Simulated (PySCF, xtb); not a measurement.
B(Br)(Et)(OH) (C₂H₆BBrO), SMILES CCB(O)Br.

GFN2-xTB in xtb at its own geometry gives an orbital gap of 5.13 eV and a dipole moment of 3.61 D.

Geometry optimised at B3LYP-D3(BJ)/def2-SVP. One conformer was computed; it need not be the lowest.

Problem. What does ωB97X/def2-TZVP run with PySCF give? (Estimate from the structure and the level; the computed values follow.)

Solution. gap 12.77 eV (levels -10.66 and 2.10 eV), dipole 0.79 D.
